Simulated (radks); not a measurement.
Results of a calculation; reference values are marked as such.
Q: Species: Re LIII. Configuration: [Ar] 3d5 (the NIST ground configuration). Code: a radial shooting solver on a logarithmic mesh with Libxc functionals. Model: non-relativistic Kohn-Sham, PBE, spin-polarised, spherical densities, point nucleus; open shells are filled with parallel spins first (spin-orbit coupling, left out, can overturn this in heavy ions); relativity is left out, which matters for an element this heavy. Some entries of the table are withheld. Estimate them.

orbital,occ.,eigenvalue (hartree),<1/r> (bohr^-1)
1s up,1,-2529.123,74.46
1s down,1,-2529.110,74.46
2s up,1,-514.3804,17.57
2s down,1,-513.3152,17.60
2p up,3,-498.9328,17.58
2p down,3,-498.1691,17.60
3s up,1,-195.5839,7.145
3s down,1,-194.6819,7.117
3p up,3,-189.1164,7.099
3p down,3,-188.1167,7.069
3d up,5,-178.0850,7.000
3d down,0,-176.7499,6.982
4s up,0,-101.8341,(1)
4s down,0,-101.5232,(2)
4p up,0,-98.96914,3.732
4p down,0,-98.63355,3.720

A: 
(1) 4s up <1/r> (bohr^-1): 3.767
(2) 4s down <1/r> (bohr^-1): 3.756
